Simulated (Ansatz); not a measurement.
SnF₃, that is [SnF3]- with one electron fewer, relaxed as a doublet with UKS PBE0-D4/def2-TZVPD in Ansatz, starting from the PBE0-D4/def2-TZVPD geometry of the charge -1 singlet. Force threshold 0.02 eV/Å.

In the def2 sets Sn takes a core potential; there is no spin–orbit coupling.

Start:

| atom | x (Å) | y (Å) | z (Å) |
| --- | --- | --- | --- |
| Sn1 | -0.383 | -0.517 | 0.451 |
| F2 | -1.180 | 0.190 | -1.240 |
| F3 | 1.394 | -0.947 | -0.358 |
| F4 | 0.169 | 1.274 | 1.147 |

| step | energy (eV) | largest force component (eV/Å) | SCF passes |
| --- | --- | --- | --- |
| 1 | -13979.6859 | 3.924 | 18 |
| 2 | -13980.1427 | 0.837 | 26 |
| 3 | -13980.1653 | 0.069 | 22 |
| 4 | -13980.1655 | 0.022 | 24 |
| 5 | -13980.1656 | 0.000 | 24 |

Force components are those of the run's own axes.

End:

Cartesian coordinates in Å:
```
Sn -0.2716 -0.3665 0.3197
F -1.2606 0.1405 -1.2331
F 1.3988 -1.0342 -0.3209
F 0.1333 1.2602 1.2343
```

By distances, no bond broke or formed. The bond that changes most is Sn1–F3, from 2.00 to 1.91 Å (atoms count from 1).

No frequencies were taken in this run, so the end may be a saddle point.

Run time 11 s (4 threads of Arm Neoverse V1 on a shared host).
